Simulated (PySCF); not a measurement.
H₃Si, SMILES [SiH3+], charge +1. Geometry optimised at PBE0-D3(BJ)/def2-TZVPD.

TDA-CAM-B3LYP/def2-TZVPD run with PySCF puts the lowest singlet excitations at 5.62, 5.62, 10.50, 10.50, 10.59, 11.49 eV and the lowest triplet (TDA) at 4.91 eV.

Problem. What are the lowest singlet roots from PySCF with EOM-CCSD/aug-cc-pVDZ? (The exact figures need the calculation; the answer reports its results.)

Solution. 5.80, 5.80, 10.91, 10.91, 10.91, 12.03 eV; triplets 5.27, 5.27, 8.96 eV. S1 differs by 0.18 eV (second minus first; roots are paired by order, and the bases may differ).
